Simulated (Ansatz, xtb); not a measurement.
Breaking the O3–H4 bond in BeH2O (SMILES [BeH][OH]) (multiplicity 1 held, fragments rigid). Energies count from the point at 0.952 Å.
Geometry at that point (charge 0, multiplicity 1):
```xyz
4

Be    -0.78408    -0.35296     0.02982
H     -1.99530    -0.89493     0.07985
O      0.51114     0.18522    -0.07360
H      1.04250     0.82503     0.38969
```

R- and RO- levels are restricted; in cc, def2 and unpolarised 6-31G sets they are followed outwards from rest. U- levels take the lowest unrestricted solution at each point, which mixes spins at long bonds. Active spaces are followed from a long bond inwards. Left out are points that failed, MP2 points that dive below the minimum, coupled-cluster points behind a jump of the amplitudes or a sharp parting from full CI or MRCI, small-basis points behind a change of solution, and semi-empirical points at long bonds. Curves can end on different states.

Correlated levels freeze the cores.

Codes used: Ansatz (Gaussian orbitals); xtb for the GFN methods.  The GFN methods have no spin term and hold the electronic entropy of 300 K.

Energies in kcal/mol.

```json
[
 {"R (Å)": "0.762", "GFN2-xTB": "33.2", "R-HF/aug-cc-pVDZ": "34.3", "U-MP2/aug-cc-pVDZ": "39.6", "U-SCS-MP2/aug-cc-pVDZ": "39.5", "U-CCSD(T)/aug-cc-pVDZ": "39.4", "FIC-MRCISD+Q on CASSCF(4,3)/aug-cc-pVDZ": "39.2"},
 {"R (Å)": "0.857", "GFN2-xTB": "5.5", "R-HF/aug-cc-pVDZ": "5.3", "U-MP2/aug-cc-pVDZ": "8.0", "U-SCS-MP2/aug-cc-pVDZ": "8.0", "U-CCSD(T)/aug-cc-pVDZ": "7.9", "FIC-MRCISD+Q on CASSCF(4,3)/aug-cc-pVDZ": "7.8"},
 {"R (Å)": "0.952", "GFN2-xTB": "0.0", "R-HF/aug-cc-pVDZ": "0.0", "U-MP2/aug-cc-pVDZ": "0.0", "U-SCS-MP2/aug-cc-pVDZ": "0.0", "U-CCSD(T)/aug-cc-pVDZ": "0.0", "FIC-MRCISD+Q on CASSCF(4,3)/aug-cc-pVDZ": "0.0"},
 {"R (Å)": "1.047", "GFN2-xTB": "5.0", "R-HF/aug-cc-pVDZ": "7.1", "U-MP2/aug-cc-pVDZ": "4.4", "U-SCS-MP2/aug-cc-pVDZ": "4.4", "U-CCSD(T)/aug-cc-pVDZ": "4.4", "FIC-MRCISD+Q on CASSCF(4,3)/aug-cc-pVDZ": "4.6"},
 {"R (Å)": "1.142", "GFN2-xTB": "14.7", "R-HF/aug-cc-pVDZ": "20.5", "U-MP2/aug-cc-pVDZ": "15.1", "U-SCS-MP2/aug-cc-pVDZ": "15.2", "U-CCSD(T)/aug-cc-pVDZ": "15.1", "FIC-MRCISD+Q on CASSCF(4,3)/aug-cc-pVDZ": "15.3"},
 {"R (Å)": "1.285", "GFN2-xTB": "32.7", "R-HF/aug-cc-pVDZ": "45.3", "U-MP2/aug-cc-pVDZ": "35.9", "U-SCS-MP2/aug-cc-pVDZ": "35.9", "U-CCSD(T)/aug-cc-pVDZ": "35.7", "FIC-MRCISD+Q on CASSCF(4,3)/aug-cc-pVDZ": "36.1"},
 {"R (Å)": "1.428", "GFN2-xTB": "51.4", "R-HF/aug-cc-pVDZ": "70.9", "U-MP2/aug-cc-pVDZ": "63.2", "U-SCS-MP2/aug-cc-pVDZ": "63.2", "U-CCSD(T)/aug-cc-pVDZ": "57.0", "FIC-MRCISD+Q on CASSCF(4,3)/aug-cc-pVDZ": "57.6"},
 {"R (Å)": "1.666", "GFN2-xTB": "80.2", "R-HF/aug-cc-pVDZ": "109.9", "U-MP2/aug-cc-pVDZ": "114.3", "U-SCS-MP2/aug-cc-pVDZ": "113.7", "U-CCSD(T)/aug-cc-pVDZ": "88.8", "FIC-MRCISD+Q on CASSCF(4,3)/aug-cc-pVDZ": "88.6"},
 {"R (Å)": "1.904", "GFN2-xTB": "103.1", "R-HF/aug-cc-pVDZ": "142.1", "U-MP2/aug-cc-pVDZ": "128.6", "U-SCS-MP2/aug-cc-pVDZ": "127.3", "U-CCSD(T)/aug-cc-pVDZ": "112.0", "FIC-MRCISD+Q on CASSCF(4,3)/aug-cc-pVDZ": "109.8"},
 {"R (Å)": "2.190", "GFN2-xTB": "122.6", "R-HF/aug-cc-pVDZ": "172.0", "U-MP2/aug-cc-pVDZ": "131.9", "U-SCS-MP2/aug-cc-pVDZ": "130.3", "U-CCSD(T)/aug-cc-pVDZ": "125.4", "FIC-MRCISD+Q on CASSCF(4,3)/aug-cc-pVDZ": "121.9"},
 {"R (Å)": "2.570", "GFN2-xTB": "138.0", "R-HF/aug-cc-pVDZ": "200.0", "U-MP2/aug-cc-pVDZ": "132.3", "U-SCS-MP2/aug-cc-pVDZ": "130.5", "U-CCSD(T)/aug-cc-pVDZ": "127.8", "FIC-MRCISD+Q on CASSCF(4,3)/aug-cc-pVDZ": "126.0"},
 {"R (Å)": "3.046", "GFN2-xTB": "left out", "R-HF/aug-cc-pVDZ": "222.4", "U-MP2/aug-cc-pVDZ": "132.3", "U-SCS-MP2/aug-cc-pVDZ": "130.4", "U-CCSD(T)/aug-cc-pVDZ": "128.1", "FIC-MRCISD+Q on CASSCF(4,3)/aug-cc-pVDZ": "127.0"}
]
```

Doubts at one or more of the structures used: a restricted determinant that unrestricted orbitals would lower (R-HF/aug-cc-pVDZ); a spin-contaminated determinant (U-MP2/aug-cc-pVDZ, U-SCS-MP2/aug-cc-pVDZ, U-CCSD(T)/aug-cc-pVDZ); T1 above 0.05 (U-CCSD(T)/aug-cc-pVDZ); active orbitals that take no part (FIC-MRCISD+Q on CASSCF(4,3)/aug-cc-pVDZ).

Ansatz is an electronic-structure program.
